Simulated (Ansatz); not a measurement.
CH₆SeSi₂, SMILES `[SiH3][SiH]1C[Se]1`, relaxed with RKS PBE-D4/def2-SVP in the Gaussian-basis code of Ansatz from a rough embedded geometry. The force threshold is 0.03 eV/Å; the program also tests the step.

Total charge 0; spin multiplicity 1.

Start:

```xyz
10

Si    1.151   -1.166   -0.287
Si   -0.738   -0.274    0.345
C    -0.735    1.521    0.225
Se   -1.668    1.056   -1.293
H     0.861   -2.452   -1.060
H     1.934   -0.296   -1.137
H     1.980   -1.552    0.906
H    -1.736   -0.900    1.259
H     0.313    2.005    0.051
H    -1.363    2.058    0.990
```

```json
{"step": "1", "energy (eV)": "-82205.8009", "largest force (eV/Å)": "3.859", "largest move (Å)": "0.000"}
{"step": "2", "energy (eV)": "-82206.3290", "largest force (eV/Å)": "1.670", "largest move (Å)": "0.200"}
{"step": "3", "energy (eV)": "-82206.4249", "largest force (eV/Å)": "0.400", "largest move (Å)": "0.070"}
{"step": "4", "energy (eV)": "-82206.4357", "largest force (eV/Å)": "0.082", "largest move (Å)": "0.064"}
{"step": "5", "energy (eV)": "-82206.4371", "largest force (eV/Å)": "0.018", "largest move (Å)": "0.037"}
```

End:

```xyz
10

Si    1.214   -1.308   -0.300
Si   -0.763   -0.227    0.318
C    -0.753    1.646    0.305
Se   -1.720    0.982   -1.348
H     0.913   -2.522   -1.136
H     2.011   -0.322   -1.108
H     2.016   -1.738    0.902
H    -1.681   -0.893    1.303
H     0.178    2.189    0.065
H    -1.415    2.192    1.000
```

Hardware: 4 threads of an Arm Neoverse V1 on a shared host. Wall time 8 s, peak host memory 0.17 GiB.
